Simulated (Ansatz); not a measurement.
Cost and result for the atomization energy of C2H7BZn (11 atoms, 10 bonds).

```json
{"atom": "C1", "x (Å)": "-1.126", "y (Å)": "0.443", "z (Å)": "0.589"}
{"atom": "C2", "x (Å)": "-0.351", "y (Å)": "-0.493", "z (Å)": "-0.327"}
{"atom": "B3", "x (Å)": "1.216", "y (Å)": "-0.487", "z (Å)": "-0.225"}
{"atom": "Zn4", "x (Å)": "1.875", "y (Å)": "1.686", "z (Å)": "-0.877"}
{"atom": "H5", "x (Å)": "-0.984", "y (Å)": "1.487", "z (Å)": "0.290"}
{"atom": "H6", "x (Å)": "-2.201", "y (Å)": "0.244", "z (Å)": "0.575"}
{"atom": "H7", "x (Å)": "-0.782", "y (Å)": "0.356", "z (Å)": "1.623"}
{"atom": "H8", "x (Å)": "-0.711", "y (Å)": "-0.419", "z (Å)": "-1.358"}
{"atom": "H9", "x (Å)": "-0.573", "y (Å)": "-1.539", "z (Å)": "-0.037"}
{"atom": "H10", "x (Å)": "1.891", "y (Å)": "-0.975", "z (Å)": "-1.095"}
{"atom": "H11", "x (Å)": "1.746", "y (Å)": "-0.302", "z (Å)": "0.843"}
```

Total charge 0; spin multiplicity 1. For Zn the d shell is correlated and the shells below it are frozen. Scalar relativity is left out up to krypton. The bonds changed during the relaxation, so this is another structure than the one it started from. The geometry is a stationary point of PBE0-D4/def2-TZVP. It is one conformer, not always the lowest. Program: Ansatz. All runs use 4 threads of an Arm Neoverse V2 on a shared host. Times are those of one run each, without the atoms' runs, and a repeat can differ threefold. Electronic energies, without spin–orbit coupling; frozen cores. CCSD(T)/CBS adds CCSD(T) − MP2 in def2-TZVPP to the MP2 limit, and its time is that of the two runs behind it. T1 = 0.014. With those shells the extrapolation isn't a true limit. B3LYP takes the VWN-RPA correlation (the form of Gaussian; ORCA's B3LYP/G).

CCSD(T)/CBS is a level of theory with its own doubt, some kJ/mol a heavy atom from the limit and from the frozen cores, so smaller differences don't rank the functionals.

```
                             level  functions  wall time
   PBE-D4/def2-TZVPP (with forces)        255      2.5 s
                PBE0-D4/def2-TZVPP        255      3.2 s
r2SCAN-D4/def2-TZVPP (with forces)        255      5.5 s
 B3LYP-D4/def2-TZVPP (with forces)        255      5.5 s
                 B2PLYP/def2-TZVPP        255        6 s
                ωB97X-V/def2-TZVPP        255        8 s
  ωB97M-V/def2-TZVPP (with forces)        255       12 s
                    MP2/def2-QZVPP        481       28 s
                CCSD(T)/def2-TZVPP        255    2.6 min
                 CCSD(T)/CBS(def2)          –      3 min
```

Question: What atomization energy does each give, and how far from CCSD(T)/CBS? (Estimate.)

Answer: Computed: 
```csv
level,atomization (kJ/mol),difference from CCSD(T)/CBS,per bond
PBE-D4/def2-TZVPP (with forces),3771.3,75.3,7.5
PBE0-D4/def2-TZVPP,3736.7,40.7,4.1
r2SCAN-D4/def2-TZVPP (with forces),3732.9,36.9,3.7
B3LYP-D4/def2-TZVPP (with forces),3726.7,30.7,3.1
B2PLYP/def2-TZVPP,3675.1,-20.9,-2.1
ωB97X-V/def2-TZVPP,3705.3,9.3,0.9
ωB97M-V/def2-TZVPP (with forces),3716.8,20.8,2.1
MP2/def2-QZVPP,3693.8,-2.2,-0.2
CCSD(T)/def2-TZVPP,3625.2,-70.8,-7.1
CCSD(T)/CBS(def2),3696.0,0.0,0.0
```

The D4 term adds +37.6 kJ/mol with B3LYP and +19.7 kJ/mol with PBE0; it sums over pairs of atoms, weighted by their polarisabilities, and B3LYP, whose exchange is more repulsive, gets the larger term. From PBE to PBE0 (25 % exact exchange), in def2-TZVPP and without D4, the atomization energy moves by −31.1 kJ/mol: exact exchange takes away binding that semilocal exchange gives to molecules. In def2-TZVPP, CCSD(T) changes the Hartree–Fock value by +789.3 kJ/mol (the triples alone add +41.8 kJ/mol) and MP2 by +816.4 kJ/mol; breaking electron pairs costs correlation energy, which Hartree–Fock lacks.
